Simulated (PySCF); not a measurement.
B(F)2(Et) (C2H5BF2), SMILES CCB(F)F.

Geometry: TPSSh-D3(BJ)/def2-SVP. Other conformers were not sampled.

Calculation: PBE0/def2-TZVP (PySCF).

Isolated molecule, no solvent.

Computed frontier levels, gap, dipole moment and polarisability:
| Property | Value |
|---|---|
| highest occupied level | -9.44 eV |
| lowest empty level | 0.32 eV |
| orbital gap | 9.76 eV |
| dipole moment | 1.72 D |
| quadrupole, principal values (traceless, Buckingham form, about the centre of nuclear charge) | -3.19, -0.79, 3.97 D·Å |
| mean static polarisability | 37.9 bohr³ (5.61 Å³) |
| polarisability, principal values | 33.1, 38.3, 42.3 bohr³ |
